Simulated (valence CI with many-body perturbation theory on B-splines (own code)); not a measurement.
**Ladder of approximations for Au LXVII**

Calculated by valence CI with perturbative core correlation (CI+MBPT): three valence electrons over a frozen Dirac-Fock core [Ne], radial functions for each j: 11 s, 11 p, 9 d, 7 f, 5 g, 2 h, 1 i, with the one-electron correlation potential Σ1 (screened to all orders), the two-electron term Σ2, the three-electron term Σ3, Breit, model QED; selected single and double excitations, second order for the rest (own B-spline code, finite nucleus).

No measured spectrum was set against this ion. As an estimate, large intervals hold to a few tenths of a per cent, small ones and those within an open d or f shell to about a per cent.

Each rung adds one term. CI alone is the Dirac-Coulomb CI over the frozen core; QED comes last and gives the full result, which names the levels. Energies are above (3s^2 3p1/2) J=1/2 on the same rung, in eV.

Levels are named by their leading jj configuration (3d3/2^4 stands for four electrons in 3d with j = 3/2), which in mixed levels can hold well under half, so a name can repeat and another be missing. Letters in brackets count levels of one name in rising energy.

```
                     Level  CI alone    + Σ1    + Σ2    + Σ3  + Breit    Full
        (3s 3p1/2^2) J=1/2     187.5   187.2   187.1   187.1    192.5   186.7
        (3s^2 3p3/2) J=3/2     502.7   502.9   503.0   503.0    497.2   497.6
(3s 3p1/2 3p3/2) J=3/2 [a]     656.3   656.3   656.6   656.6    656.0   650.7
    (3s 3p1/2 3p3/2) J=5/2     677.5   677.4   677.6   677.6    676.0   670.7
(3s 3p1/2 3p3/2) J=3/2 [b]     699.3   699.3   699.2   699.2    697.0   692.6
    (3s 3p1/2 3p3/2) J=1/2     710.5   710.5   710.1   710.1    709.5   704.1
        (3s^2 3d3/2) J=3/2     760.9   760.9   760.3   760.2    754.5   752.7
        (3s^2 3d5/2) J=5/2     864.0   864.1   863.8   863.7    854.0   853.4
(3s 3p1/2 3d3/2) J=3/2 [a]     881.3   881.0   881.0   881.0    881.9   873.6
(3s 3p1/2 3d3/2) J=3/2 [b]     896.0   895.6   895.5   895.5    896.3   887.6
    (3s 3p1/2 3d3/2) J=5/2     908.9   908.6   908.5   908.5    906.0   899.4
    (3s 3p1/2 3d3/2) J=1/2     937.4   937.1   936.6   936.6    935.2   928.6
(3s 3p1/2 3d3/2) J=3/2 [c]     946.4   946.0   945.5   945.4    944.4   937.2
(3s 3p1/2 3d5/2) J=5/2 [a]    1021.7  1021.5  1021.4  1021.3   1016.9  1010.6
    (3s 3p1/2 3d5/2) J=7/2    1039.0  1038.9  1038.6  1038.6   1032.9  1026.6
(3s 3p1/2 3d5/2) J=5/2 [b]    1049.4  1049.2  1048.9  1048.9   1043.9  1037.6
    (3s 3p1/2 3d5/2) J=3/2    1053.5  1053.3  1052.8  1052.8   1048.9  1042.3
     (3p1/2^2 3d3/2) J=3/2    1116.8  1116.1  1115.6  1115.6   1119.4  1107.0
        (3s 3p3/2^2) J=5/2    1172.1  1172.3  1172.6  1172.6   1165.6  1160.7
        (3s 3p3/2^2) J=1/2    1212.5  1212.7  1212.7  1212.6   1206.5  1201.6
        (3s 3p3/2^2) J=3/2    1220.9  1221.1  1220.8  1220.8   1214.1  1209.2
     (3p1/2^2 3d5/2) J=5/2    1247.7  1247.3  1246.6  1246.5   1247.1  1235.0
     (3p1/2 3p3/2^2) J=5/2    1377.7  1377.6  1377.7  1377.7   1373.5  1364.4
     (3p1/2 3p3/2^2) J=3/2    1383.2  1383.1  1382.8  1382.8   1380.9  1370.5
     (3p1/2 3p3/2^2) J=1/2    1401.4  1401.3  1401.2  1401.2   1398.5  1389.0
(3s 3p3/2 3d3/2) J=3/2 [a]    1411.2  1411.1  1410.9  1410.9   1403.6  1397.3
(3s 3p3/2 3d3/2) J=1/2 [a]    1412.9  1412.8  1412.7  1412.6   1406.1  1399.4
(3s 3p3/2 3d3/2) J=5/2 [a]    1417.6  1417.5  1417.2  1417.2   1410.3  1403.1
    (3s 3p3/2 3d3/2) J=7/2    1420.1  1420.0  1420.0  1419.9   1411.1  1405.0
(3s 3p3/2 3d3/2) J=3/2 [b]    1451.0  1450.9  1450.3  1450.3   1442.6  1436.4
(3s 3p3/2 3d3/2) J=5/2 [b]    1464.3  1464.2  1463.4  1463.4   1455.8  1449.3
```

Q: How does the ionisation energy move along the ladder, and which term matters most?

A: CI alone 7922.8, + Σ1 7924.0, + Σ2 7924.0, + Σ3 7923.9, + Breit 7911.2, + QED 7910.8 eV. The largest step is Breit, -12.7 eV. NIST lists 7910 ± 40 eV (theoretical).
